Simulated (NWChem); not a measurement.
Species: B3N3H5, doublet; SMILES B1[N]BNBN1

Computed with NWChem. Spin-unrestricted. In the optimisation the excess spin sits in a1 (C2v, its own frame). Coordinates come from a PBE-D3(BJ)/def2-SVP, spin-unrestricted optimisation. No frequency run checked for a minimum. No stability test was run on the SCF state. Level B3LYP/def2-SVPD: single points from the atomic guess with DIIS by default; each run changes one setting, and all converged runs end within 0.3 mHa of each other.

Problem. Which setting needs the most SCF iterations, or fails (DIIS on 3 Fock matrices; DIIS on 20 Fock matrices; no DIIS, 40 % damping; no level shifting; level shift of 0.5 Ha throughout; defaults)?

Solution. no DIIS, 40 % damping, with 18 against 8 for the defaults.
```
setting                           SCF iterations
--------------------------------  --------------
defaults                                       8
no level shifting                              8
no DIIS, 40 % damping                         18
DIIS on 3 Fock matrices                       10
DIIS on 20 Fock matrices                       8
level shift of 0.5 Ha throughout              13
```
